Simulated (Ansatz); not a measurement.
`NC[SiH2][GeH3]` + HCl → `NC[SiH2]Cl` + GeH₄  (cleavage of the Si–Ge bond)

Gas-phase electronic energies from Ansatz, PBE0-D4/def2-TZVP geometries. CCSD(T)/CBS adds triple-zeta CCSD(T) − MP2 to the extrapolated MP2 energy (def2 sets, frozen cores). This one scheme is used for every species. DFT in def2-TZVPP. B3LYP here is the variant with VWN-RPA as its local correlation; programs differ in this. For Ge outer-core shells are correlated without core-valence functions, which leaves a few kJ/mol of doubt a bond. Scalar relativity is left out up to krypton. Each species was taken in one conformer, which may not be the lowest.

`NC[SiH2][GeH3]`:

Z-matrix (Å, degrees):
```
C
Si 1 1.889
N 1 1.457 2 110.7
H 1 1.095 2 106.5 3 118.0
H 1 1.102 2 109.1 3 -127.7
Ge 2 2.382 1 110.6 3 58.3
H 2 1.490 1 109.4 3 177.7
H 2 1.487 1 110.5 3 -62.7
H 3 1.012 1 111.3 2 177.5
H 3 1.012 1 111.3 2 -63.2
H 6 1.538 2 111.7 1 -173.9
H 6 1.541 2 111.3 1 -53.6
H 6 1.540 2 110.8 1 65.7
```

HCl:

Cartesian coordinates in Å:
```
Cl -0.139 -0.202 0.590
H 0.139 0.202 -0.590
```

`NC[SiH2]Cl`:

Cartesian coordinates in Å:
```
N 0.981 1.136 0.169
C -0.144 0.522 -0.518
Si -0.753 -0.971 0.430
Cl 0.820 -2.296 0.628
H 1.322 1.946 -0.333
H 1.752 0.485 0.250
H 0.043 0.232 -1.565
H -0.984 1.228 -0.538
H -1.832 -1.665 -0.317
H -1.206 -0.616 1.794
```

GeH₄:

Z-matrix (Å, degrees):
```
Ge
H 1 1.534
H 1 1.534 2 109.5
H 1 1.534 2 109.5 3 -120.0
H 1 1.534 2 109.5 3 120.0
```

| level | ΔE (kcal/mol) | difference from CCSD(T)/CBS |
| --- | --- | --- |
| PBE-D4 | -18.1 | 2.2 |
| r2SCAN-D4 | -20.8 | -0.5 |
| PBE0-D4 | -19.2 | 1.1 |
| B3LYP-D4 | -20.6 | -0.3 |
| ωB97X-V | -21.4 | -1.1 |
| ωB97M-V | -21.8 | -1.5 |
| B2PLYP | -21.7 | -1.4 |
| PBE | -18.6 | 1.7 |
| r2SCAN | -21.0 | -0.7 |
| PBE0 | -19.8 | 0.5 |
| B3LYP | -21.5 | -1.2 |
| HF/def2-TZVPP | -25.6 | -5.3 |
| MP2/def2-TZVPP | -21.5 | -1.2 |
| SCS-MP2/def2-TZVPP | -22.0 | -1.7 |
| CCSD/def2-TZVPP | -20.3 | 0.0 |
| CCSD(T)/def2-TZVPP | -19.8 | 0.5 |
| HF/def2-QZVPP | -25.9 | -5.6 |
| MP2/def2-QZVPP | -21.9 | -1.6 |
| SCS-MP2/def2-QZVPP | -22.5 | -2.2 |
| HF/CBS(def2) | -26.0 | -5.7 |
| MP2/CBS(def2) | -22.0 | -1.7 |
| CCSD/CBS(def2) | -20.8 | -0.5 |
| CCSD(T)/CBS | -20.3 | 0 |

Largest T1 diagnostic among the species: 0.012.

The D4 term adds +0.8 kcal/mol with B3LYP and +0.5 kcal/mol with PBE0; it sums over pairs of atoms, weighted by their polarisabilities, and B3LYP, whose exchange is more repulsive, gets the larger term. In def2-TZVPP, CCSD(T) changes the Hartree–Fock value by +5.8 kcal/mol (the triples alone add +0.5 kcal/mol) and MP2 by +4.1 kcal/mol. From PBE to PBE0 (25 % exact exchange), in def2-TZVPP and without D4, ΔE moves by −1.1 kcal/mol.
